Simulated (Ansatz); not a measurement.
Mulliken charges of CH2AlFO (`F[CH]1[O][AlH]1`) from B3LYP/def2-TZVPP in Ansatz (PBE0-D4/def2-TZVP geometry).

```csv
atom,x (Å),y (Å),z (Å),charge (e)
F1,0.792,-0.940,1.415,-0.232
C2,0.725,-0.236,0.239,0.202
O3,-0.160,-0.851,-0.689,-0.376
Al4,-0.867,0.663,-0.272,0.357
H5,1.743,-0.137,-0.139,0.095
H6,-2.191,1.437,-0.599,-0.046
```

Problem. By hand: the dipole of these point charges (1 e Å = 4.8032 D).

Solution. Σ q r = (-0.020, 0.648, -0.104) e Å, of length 0.657 e Å = 3.16 D.

Problem. How does the dipole of the full density compare? (An estimate is asked.)

Solution. Computed: (-0.266, 0.631, -0.171) e Å, 3.39 D; the point charges give 0.93 times that, at 21° from its direction.

Point charges leave out the atoms' own dipoles, such as those of lone pairs, and Mulliken's split depends on the basis, so the two needn't agree.

B3LYP here is the variant with VWN-RPA as its local correlation; programs differ in this.
